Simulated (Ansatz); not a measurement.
Relaxation of CH₈BFO₂ (13 atoms, charge 0, multiplicity 1), to a largest force component of 0.03 eV/Å in at most 50 steps.

All numbers below come from UKS B3LYP-D4/STO-3G in Ansatz 0.2.0.

```xyz
13
Properties=species:S:1:pos:R:3
B -0.387 1.782 0.943
O -0.941 -0.332 -0.768
C -1.071 -1.498 0.115
H -1.257 1.503 1.687
H -0.518 2.594 0.098
H 2.216 0.285 -0.239
F 0.832 1.233 1.141
H -0.053 -0.510 -1.210
O 2.180 -0.218 -1.108
H -1.153 -2.451 -0.452
H -0.224 -1.596 0.830
H -2.001 -1.359 0.697
H 2.378 0.568 -1.735
```

**Question.** Where does it end, and by what steps?

**Answer.** The run converged. Limits of this set-up: minimal basis. After 12 steps the energy has fallen by 3.248 eV; B1 moved furthest, 0.78 Å. Joined: B1–O2, H8–O9.

| step | energy less start (eV) | largest force component (eV/Å) | accepted |
| --- | --- | --- | --- |
| 0 | 0.0000 | 1.420 | yes |
| 1 | -0.4976 | 0.958 | yes |
| 2 | -1.0554 | 2.364 | yes |
| 3 | -1.9831 | 2.417 | yes |
| 4 | -2.7320 | 2.277 | yes |
| 5 | -3.0785 | 1.655 | yes |
| 6 | -3.2146 | 0.604 | yes |
| 7 | -3.2430 | 0.257 | yes |
| 8 | -3.2437 | 0.162 | yes |
| 9 | -3.2470 | 0.112 | yes |
| 10 | -3.2477 | 0.038 | yes |
| 11 | -3.2477 | 0.049 | yes |
| 12 | -3.2479 | 0.007 | yes |

```xyz
13
Properties=species:S:1:pos:R:3
B -0.347 1.153 0.491
O -0.593 -0.038 -0.475
C -0.995 -1.280 0.206
H -1.098 1.127 1.398
H -0.388 2.122 -0.188
H 1.630 0.448 0.018
F 1.039 0.958 0.973
H 0.512 -0.217 -0.942
O 1.701 -0.110 -0.965
H -1.131 -2.070 -0.559
H -0.235 -1.619 0.942
H -1.952 -1.114 0.736
H 1.858 0.639 -1.637
```

The run took 43 s on 1 thread of Arm Neoverse V2 (shared host), peak memory 0.17 GiB.
